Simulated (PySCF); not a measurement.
Compound: CH9ClOSi3.
Structure used (GFN2-xTB), in Å, numbered top down from 1:
```
atom  x, y, z in Å
Si1    2.7919    0.3958    0.1988
O2     1.7312   -0.3667   -0.7619
Si3    0.3150   -0.6284   -1.5088
Si4   -1.3370   -0.8883    0.0858
C5    -2.4976    0.6419    0.0995
Cl6   -1.5072    2.1041    0.3820
H7     3.8049   -0.6188    0.4745
H8     3.3174    1.5349   -0.5494
H9     2.0856    0.8207    1.4061
H10    0.1088    0.4953   -2.4311
H11    0.5833   -1.8423   -2.2865
H12   -0.8998   -1.0298    1.4831
H13   -2.2469   -2.0202   -0.1667
H14   -3.2406    0.6138    0.8926
H15   -3.0135    0.7958   -0.8457
```

Computed at PBE0/pcSseg-1 (PySCF, non-relativistic), with Q(17O) = −0.0256 b, Q(35Cl) = −0.0817 b: O2, 17O (I = 5/2): χzz = -6.890 MHz, η = 0.073; Cl6, 35Cl (I = 3/2): χzz = -76.27 MHz, η = 0.037.

Where would the pure quadrupole (NQR) lines of 17O at O2 fall for the rigid, isolated species?

From the eigenvalues of H = χ/[4I(2I − 1)] × [3Iz² − I(I + 1) + η(Ix² − Iy²)], steps between neighbouring levels, labelled as for η = 0: ±1/2↔±3/2 1.040 MHz, ±3/2↔±5/2 2.065 MHz (siloxane oxygen).

Find the zero-field quadrupole resonance frequencies of 35Cl at Cl6.

From ν = (|χ|/2)√(1 + η²/3): ν = 38.14 MHz (alkyl chlorine). For 37Cl the ratio of quadrupole moments, 0.7881, gives 30.06 MHz.

Apply the simplest Townes–Dailey estimate (no s hybridisation, no π bonding), ionic character = 1 − χzz/χ0, where χ0 is the coupling for one missing p electron along the bond: −109.74 MHz for 35Cl.

Cl6 on C5: 1 − (-76.27)/(-109.74) ≈ 0.31. In this model a purely covalent bond gives χ0 and a free halide ion gives zero; s hybridisation or π bonding, where present, is counted here as ionic character.

In a crystal, neighbours and librations shift these lines. GFN2-xTB bond lengths can be off by several hundredths of an ångström, more for odd bonds, and the gradients follow them. The small basis limits the accuracy of the gradients.

One conformer stands for the species.
